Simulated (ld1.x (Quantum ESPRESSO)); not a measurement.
# Configuration tests for Co (RRKJ)

- Element: cobalt
- Generator: ld1.x (Quantum ESPRESSO) 7.5
- Type: norm-conserving RRKJ (Kleinman–Bylander form)
- Functional: LDA (PZ)
- Relativity: scalar-relativistic
- Frozen core: [Ne]
- Valence charge: 17
- Reference configuration: 3s2 3p6 3d7 4s0 4p0 (charge +2)
- Partial waves: 3p (bound): rc 0.75 bohr; 3d (bound): rc 1.70 bohr; 3s (bound): rc 0.95 bohr
- Local potential: the s channel
- Core correction: a·sin(br)/r model core inside 0.50 bohr
- rho0: 0.02

Energies are relative to the spin-unpolarised reference configuration 3s2 3p6 3d7 4s0 4p0; without spin polarisation the order of configurations can differ from experiment. Spin-polarised rows fill each open shell by Hund’s rule, majority spin first. The frozen-core shift is the all-electron ΔE with the core orbitals held at their reference shape minus the fully relaxed ΔE.

| valence configuration | charge | ΔE all-electron (eV) | error AE − PS (meV) | frozen-core shift (meV) |
| --- | --- | --- | --- | --- |
| 3s2 3p6 3d7 4s1 4p0 | +1 | -17.085 | +248 | -1.5 |
| 3s2 3p6 3d6 4s0 4p0 | +3 | 36.188 | +111 | -2.9 |
| 3s2 3p6 3d6 4s2 4p0 | +1 | -10.921 | +833 | -5.3 |
| 3s2 3p6 3d8 4s1 4p0 | 0 | -27.619 | +126 | +0.4 |
| 3s2 3p6 3d7 4s0 4p2 | 0 | -17.236 | +57 | -1.5 |
| 3s2 3p6 3d5 4s0 4p0 | +4 | 91.840 | +801 | -6.3 |
| 3s2 3p6 3d7 4s0 4p0 (spin-polarised) | +2 | -2.073 | +110 | +3.4 |
| 3s2 3p6 3d7 4s2 4p0 (spin-polarised) | 0 | -28.364 | +488 | +1.0 |

(1) What are ΔE and the potential's error for 3s2 3p6 3d7 4s2 4p0?

Answers

(1) ΔE = -26.380 eV all-electron; the error (AE − PS) is +390 meV.

A variational frozen-core shift is positive and of second order in the change. This column holds negative values, so the frozen-core run of ld1.x carries numerical noise or an error of first order here, and the column gives no more than the rough size of the effect.
